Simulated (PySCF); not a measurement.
Be(Me)2 cation (C₂H₆Be), SMILES [CH3][Be][CH3] (connectivity only; charge and spin as stated), charge +1, multiplicity 2. Atoms are numbered in the order given.

```xyz
9

Be     0.0000     0.0000     0.0000
C      0.0000     0.0000    -1.7681
H      0.9273     0.5220    -2.0146
H     -0.9157     0.5420    -2.0146
H     -0.0116    -1.0641    -2.0146
C      0.0000     0.0000     1.7681
H      0.9273    -0.5220     2.0146
H     -0.9157    -0.5420     2.0146
H     -0.0116     1.0641     2.0146
```
Charge +1, spin multiplicity 2.

Geometry: r2SCAN-D4/def2-TZVP. The spin state was assumed, not searched. The isomer is the one that the SMILES or the coordinates give; other isomers of the formula were not compared.

These are PBE/def2-TZVPD run with PySCF values and carry that method's errors.

Mulliken values depend strongly on the basis, most of all with diffuse functions as here. ESP charges are fitted to the potential on shells at 1.4 to 2.0 van der Waals radii. Atomic charges (e):

```json
[
 {"atom": "Be1", "ESP fit": "?", "Mulliken": "0.41", "Mulliken spin": "0.30"},
 {"atom": "C2", "ESP fit": "?", "Mulliken": "-0.02", "Mulliken spin": "0.30"},
 {"atom": "H3", "ESP fit": "?", "Mulliken": "0.10", "Mulliken spin": "0.02"},
 {"atom": "H4", "ESP fit": "?", "Mulliken": "0.10", "Mulliken spin": "0.02"},
 {"atom": "H5", "ESP fit": "?", "Mulliken": "0.10", "Mulliken spin": "0.02"},
 {"atom": "C6", "ESP fit": "?", "Mulliken": "-0.02", "Mulliken spin": "0.30"},
 {"atom": "H7", "ESP fit": "?", "Mulliken": "0.10", "Mulliken spin": "0.02"},
 {"atom": "H8", "ESP fit": "?", "Mulliken": "0.10", "Mulliken spin": "0.02"},
 {"atom": "H9", "ESP fit": "?", "Mulliken": "0.10", "Mulliken spin": "0.02"}
]
```

### Question
Fill in the missing entries. (Estimate from the structure and the level; the computed values follow.)

### Answer

- Be1, ESP fit: 0.59
- C2, ESP fit: -0.49
- H3, ESP fit: 0.23
- H4, ESP fit: 0.23
- H5, ESP fit: 0.23
- C6, ESP fit: -0.49
- H7, ESP fit: 0.23
- H8, ESP fit: 0.23
- H9, ESP fit: 0.23
